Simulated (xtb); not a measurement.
xtb input:

```bash
xtb mol.xyz --gfn 1 --sp --chrg 1 --uhf 0
```
mol.xyz:
```
15

C      2.02286844     0.39930605     0.07500008
O      0.80603243    -0.46357815     0.09808488
B     -0.61099919    -0.09037655    -0.02559734
C     -0.89570203     1.40031209    -0.28362932
C     -1.57737472    -1.27882723     0.12107873
H      1.75659949     1.28040130    -0.49425225
H      2.79777835    -0.17396453    -0.42288210
H      2.27553318     0.63607279     1.10341288
H      0.98975298    -1.39676291     0.29552998
H     -0.42470172     2.05595417     0.45546922
H     -1.96560697     1.60277571    -0.27811725
H     -0.51279337     1.71077208    -1.26341159
H     -1.12808574    -2.26514809     0.25639995
H     -2.23520750    -1.32218284    -0.75337691
H     -2.24528242    -1.09215530     0.96983876
```

Predict the final energy.

-17.42264 Eh (GFN1-xTB).

It need not be the lowest isomer of its formula.
